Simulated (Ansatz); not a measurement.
Relaxation of BH6O3P (11 atoms, charge 0, multiplicity 1), to a largest force component of 0.03 eV/Å in at most 50 steps.

These are results of RHF/6-31G* in Ansatz, not measurements.

```xyz
11
Properties=species:S:1:pos:R:3
B -0.047 -0.445 -0.076
O -0.016 -0.886 1.239
H -0.853 -0.907 1.677
O 1.105 -0.468 -0.780
H 1.817 -0.839 -0.280
O -1.157 0.012 -0.706
H -1.941 0.086 -0.185
P -0.110 2.468 1.068
H 0.701 3.321 1.831
H 0.685 2.511 -0.081
H 0.419 1.267 1.585
```

Problem. Where does it end, and by what steps?

Solution. The run converged. The force dipped under the threshold on the way, but the program's further checks kept it going. After 42 steps the energy has fallen by 0.387 eV; H5 moved furthest, 2.57 Å.

```tsv
step	energy less start (eV)	largest force component (eV/Å)	accepted
0	0.0000	0.811	yes
2	-0.2508	0.284	yes
4	-0.2504	0.916	no
6	-0.2781	0.157	yes
8	-0.2889	0.399	yes
10	-0.3004	0.221	yes
12	-0.3171	0.427	yes
14	-0.3267	0.508	no
16	-0.3412	0.124	yes
18	-0.3519	0.169	yes
20	-0.3588	0.348	yes
22	-0.3696	0.056	yes
24	-0.3723	0.214	yes
26	-0.3772	0.023	yes
28	-0.3802	0.072	yes
30	-0.3765	0.334	no
32	-0.3819	0.023	yes
34	-0.3836	0.086	yes
36	-0.3852	0.099	yes
38	-0.3862	0.078	yes
40	-0.3869	0.068	yes
42	-0.3874	0.013	yes
```

```xyz
11
Properties=species:S:1:pos:R:3
B 0.030 -1.199 -0.374
O 0.474 -1.025 0.908
H 0.388 -0.147 1.249
O 0.131 -2.429 -0.932
H 0.520 -3.054 -0.337
O -0.511 -0.208 -1.129
H -0.562 0.633 -0.701
P 0.010 2.885 1.473
H -0.747 3.281 2.583
H -0.354 3.953 0.646
H 1.224 3.429 1.907
```

Whether the end is a true minimum wasn't checked by a vibrational analysis.

The run took 92 s on 1 thread of Arm Neoverse V1 (shared host), peak memory 0.17 GiB.
